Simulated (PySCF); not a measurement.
Input file for PySCF: R-MP2/6-31G* on FHSi (SMILES F[SiH]), a point of a bond scan (R = 1.692 Å).

```python
from pyscf import gto, scf, dft, mp
from pyscf.data.elements import chemcore

mol = gto.M(
    atom='''
    Si   -0.20727404   -0.34538525    0.44957300
    H    -1.08269247   -1.27984934   -0.65630184
    F     0.43388284    0.67003240   -0.63758381
    ''',
    basis='6-31g*',
    cart=True,
    charge=0, spin=0, verbose=3, max_memory=1800)
mf = scf.RHF(mol)
mf.conv_tol = 1e-8
mf.max_cycle = 100
mf.kernel()
if not mf.converged:
    mf = mf.newton().run(mf.mo_coeff, mf.mo_occ)
pt = mp.MP2(mf, frozen=chemcore(mol)).run()
```

Output:

```
converged SCF energy = -388.924235334326
E(RMP2) = -389.168560953584  E_corr = -0.24432561925827
E(SCS-RMP2) = -389.165231046076  E_corr = -0.240995711749541
```

Self-consistency was reached.

Cost: about 0.26 core-seconds (a rough figure).
